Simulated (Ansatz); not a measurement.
The cluster Li12⁻, relaxed as a doublet with UKS r2SCAN/def2-SVPD in Ansatz, starting from packed atoms. Force threshold 0.02 eV/Å.

The charge -1 doublet is spin-contaminated (final ⟨S²⟩ up to 3.01, 0.75 for a pure state). The relaxation made no stability test and no search for a lower SCF solution. Another isomer (doublet) lies 0.04 eV lower at PBE0/def2-TZVPD; other spin states weren't run for this one.

Start:

| atom | x (Å) | y (Å) | z (Å) |
| --- | --- | --- | --- |
| Li1 | -2.514 | 1.194 | -0.016 |
| Li2 | -1.918 | -0.144 | -2.164 |
| Li3 | 1.068 | 0.607 | 1.910 |
| Li4 | -1.070 | -2.937 | 0.043 |
| Li5 | 1.791 | -0.129 | -0.944 |
| Li6 | 0.016 | 1.741 | -1.784 |
| Li7 | 0.148 | -1.703 | 3.163 |
| Li8 | -0.563 | 2.983 | 0.575 |
| Li9 | 2.080 | 2.188 | 0.215 |
| Li10 | 1.506 | -1.684 | 0.878 |
| Li11 | -0.021 | -1.687 | -2.113 |
| Li12 | -0.522 | -0.430 | 0.236 |

(1) Estimate the energy that the relaxation releases and the steps that it takes.

(2) Does the start keep its bonding?

(3) Predict the relaxed structure.

Results:

(1) 2.02 eV, in 17 steps; 82 s on 4 threads of Intel Xeon 6975P-C on a shared host. The force fell under the threshold at step 15, but the optimiser went on and released 0.005 eV more. No frequencies were taken in this run, so the end may be a saddle point.

(2) Bonds lost: Li5–Li6 (atoms count from 1). Bonds formed: Li7–Li12, Li8–Li12, Li9–Li12 (atoms count from 1). Metal–metal contacts that move far: Li2–Li11 2.45 to 3.20 Å, Li5–Li10 2.41 to 3.14 Å, Li3–Li10 2.55 to 3.19 Å, Li3–Li9 2.53 to 3.13 Å, Li5–Li9 2.61 to 3.20 Å, Li10–Li12 2.47 to 3.03 Å.

(3) 
```csv
atom,x (Å),y (Å),z (Å)
Li1,-2.8163,0.5745,0.3520
Li2,-1.8517,-0.4584,-2.4342
Li3,2.0402,0.5846,1.9690
Li4,-1.6858,-2.3916,0.0327
Li5,2.9370,-0.4419,-0.8422
Li6,-1.1973,2.5311,-1.4854
Li7,-0.8197,-0.6612,2.4669
Li8,-0.5295,2.4052,1.5767
Li9,1.8430,2.5436,-0.4676
Li10,1.3401,-2.3841,1.0413
Li11,0.6708,-2.3746,-2.0033
Li12,0.0693,0.0726,-0.2060
```
Bond lengths (bridged metal pairs left out): 10 × Li–Li 2.91 to 3.05 Å.
